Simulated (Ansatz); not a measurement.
CH4AlFOS (`C[O][Al]([F])[SH]`), 9 atoms. The species carries charge 0 and has multiplicity 1. All runs use 4 threads of a server CPU on a shared host. Correlated methods freeze the cores.

(1) Give the basis size and wall time and peak host memory of each of these runs in Ansatz. RKS CAM-B3LYP-D4/def2-TZVPP energy; direct RPA on PBE orbitals/def2-TZVPP energy; RKS PBE0-D4/def2-SVP energy; RKS ωB97M-V/def2-SVP energy; RKS PBE0-D4/def2-TZVP frequencies; RKS PBE0-D4/def2-QZVPP energy; RHF-CCSD(T)/def2-TZVPP energy; RKS PBE0-D4/def2-TZVP relaxation (8 steps); RHF-MP2/def2-QZVPP energy; RKS BLYP-D4/def2-TZVPP energy; RKS BHLYP-D4/def2-TZVPP energy; RHF-CCSD(T)/def2-SVP energy. (Estimate.)

## Answers

(1) The calculation gave: Other jobs shared the machine, so times are rough.

```csv
level,job,functions,wall time,peak host memory (GiB)
RKS PBE0-D4/def2-SVP,energy,98,1.1 s,0.18
RKS BLYP-D4/def2-TZVPP,energy,233,2.1 s,0.29
RKS BHLYP-D4/def2-TZVPP,energy,233,3 s,0.58
RKS CAM-B3LYP-D4/def2-TZVPP,energy,233,3.2 s,0.62
RHF-CCSD(T)/def2-SVP,energy,98,3.6 s,0.37
RKS ωB97M-V/def2-SVP,energy,98,4.7 s,0.29
direct RPA on PBE orbitals/def2-TZVPP,energy,233,6 s,0.53
RKS PBE0-D4/def2-QZVPP,energy,431,8 s,1.5
RHF-MP2/def2-QZVPP,energy,431,17 s,2.2
RKS PBE0-D4/def2-TZVP,relaxation (8 steps),191,28 s,0.47
RHF-CCSD(T)/def2-TZVPP,energy,233,110 s,4
RKS PBE0-D4/def2-TZVP,frequencies,191,120 s,0.47
```
